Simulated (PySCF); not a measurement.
## Correlation energy of Ar+ (argon, charge +1)

[Ne] 3s2 3p5, 2P determinant. All numbers are calculated (PySCF 2.14, scalar relativity by spin-free X2C-1e, in aug-cc-pVQZ-DK (7s6p4d3f2g, 84 functions)). Frozen: [Ne]; 7 electrons correlated.

```csv
level,correlation energy (mhartree)
CCSD,-208.14
(T),-6.48
CCSD(T),-214.62
```

Diagnostics: T1 = 0.0066, D1 = 0.0215, largest double amplitude 0.038.

Task: Is a single reference adequate?

Result: Yes: T1 lies below 0.03 and no double amplitude reaches 0.07.
